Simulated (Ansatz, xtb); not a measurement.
## C4H4N2OSi: which of two isomers lies lower

Structure a is `N#Cc1ocnc1[SiH3]`, a singlet and structure b is `N#Cc1coc([SiH3])n1`, a singlet. Both are isolated molecules in the gas phase, relaxed with B3LYP-D3(BJ)/def2-SVP.

Quicker runs give these differences E(b) − E(a): GFN2-xTB −3.25 kJ/mol; HF/STO-3G −15.89 kJ/mol (at GFN2-xTB geometries); r2SCAN-D4/def2-SVP −2.90 kJ/mol (at GFN2-xTB geometries).

**Question.** Estimate E(b) − E(a) at the level CCSD(T)/def2-SVP + ΔMP2/def2-TZVPP.

**Answer.** Too close to call at this level: CCSD(T)/def2-SVP + ΔMP2/def2-TZVPP gives E(b) − E(a) = −0.49 kJ/mol.

Level by level:

```tsv
level	geometry	E(b) − E(a) (kJ/mol)	departure from the last row (kJ/mol)	job, with rough time for the two
GFN2-xTB	GFN2-xTB	−3.25	−2.77	optimisation, 0.26 s
HF/STO-3G	GFN2-xTB	−15.89	−15.40	single point, 1.1 s
r2SCAN-D4/def2-SVP	GFN2-xTB	−2.90	−2.41	single point, 5.9 s
B3LYP-D3(BJ)/def2-SVP	B3LYP-D3(BJ)/def2-SVP	+1.00	+1.48	optimisation, 2.9 min
HF/def2-SVP	B3LYP-D3(BJ)/def2-SVP	−2.90	−2.41	part of the CCSD(T) run
MP2/def2-SVP	B3LYP-D3(BJ)/def2-SVP	−0.10	+0.39	part of the CCSD(T) run
CCSD(T)/def2-SVP	B3LYP-D3(BJ)/def2-SVP	−0.32	+0.17	single point
CCSD(T)/def2-SVP + ΔMP2/def2-TZVPP	B3LYP-D3(BJ)/def2-SVP	−0.49		single point, 98 s
```

As drawn, both hold the same kinds of bond in the same numbers.

The largest departure from CCSD(T)/def2-SVP + ΔMP2/def2-TZVPP is that of HF/STO-3G, 15.40 kJ/mol. A small imaginary or near-zero mode remains, so no thermal terms are given. The last row adds to CCSD(T) the change of the MP2 difference between the two basis sets, here −0.17 kJ/mol.

The correlated steps freeze 12 core orbitals. Run with Ansatz 0.2.0, xtb 6.7.1; the last row on 2 threads of Intel(R) Xeon(R) Platinum 8259CL CPU @ 2.50GHz (Skylake/Cascade Lake) on a shared host.
